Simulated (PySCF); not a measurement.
**Relaxation of singlet GeBr2**

Method: PBE in PySCF with Ge def2-SVP, Br def2-SVP; no relativity; density-fitted integrals. A (50,194) grid was used.

A hand-made bent start, of C2v symmetry, held to at least that symmetry:

Coordinates in bohr (charge 0 multiplicity 1):
```
Ge    0.0000    0.0000   -1.7347
Br    3.6377    0.0000    0.8124
Br   -3.6377    0.0000    0.8124
```

Optimiser trace:
| step | E − E(last) (kJ/mol) | largest gradient (Eh/bohr) |
| --- | --- | --- |
| 0 | 4.63 | 0.01350 |
| 1 | 0.89 | 0.00247 |
| 2 | 0.16 | 0.00239 |
| 3 | 0.03 | 0.00135 |
| 4 | 0.00 | 0.00003 |

It ends at C2v with Ge–Br 2.370 Å (×2); Br–Ge–Br 101.8° (after a last refinement on a finer grid). A frequency run shows a minimum.

Final geometry:
```xyz
3
charge 0 multiplicity 1, angstrom
Ge    0.0000    0.0000   -1.0175
Br    1.8398    0.0000    0.4765
Br   -1.8398    0.0000    0.4765
```

The relaxation took of the order of 24 core-seconds on a shared host.
